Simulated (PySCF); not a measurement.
Ru(O)2(OH)4 (H4O6Ru), SMILES [OH][Ru]([OH])(=[O])([OH])([OH])=[O], multiplicity 1.

Geometry: PBE0-D3(BJ)/def2-SVP. The multiplicity is an assumed one; other spin states were not compared. The def2 effective core potentials stand for the cores of Ru; spin–orbit coupling is left out. Other conformers were not sampled.

Method: TDA-PBE/def2-SVPD (PySCF 2.14.0).

Vertical excitations. The molecule is in vacuum.

| state | energy (eV) | λ (nm) | f | main pairs |
|---|---|---|---|---|
| S1 | 1.91 | 648 | 0.000 | HOMO→LUMO+1 73 %, HOMO→LUMO 22 % |
| S2 | 2.04 | 607 | 0.001 | HOMO→LUMO 46 %, HOMO→LUMO+2 23 %, HOMO→LUMO+1 22 % |
| S3 | 2.13 | 583 | 0.000 | HOMO−1→LUMO 70 %, HOMO−1→LUMO+1 15 % |
| S4 | 2.29 | 541 | 0.001 | HOMO−2→LUMO 42 %, HOMO−2→LUMO+1 35 % |
| S5 | 2.39 | 518 | 0.001 | HOMO−3→LUMO 61 %, HOMO−2→LUMO+1 24 % |
| S6 | 2.49 | 499 | 0.002 | HOMO→LUMO+2 24 %, HOMO−2→LUMO+1 22 %, HOMO−2→LUMO 13 %, HOMO−1→LUMO+2 9 % |
| T1 | 1.39 | 892 | 0 | HOMO→LUMO 96 % |
| T2 | 1.69 | 732 | 0 | HOMO→LUMO+1 75 %, HOMO−1→LUMO 13 % |
Triplets are in the Tamm–Dancoff approximation.
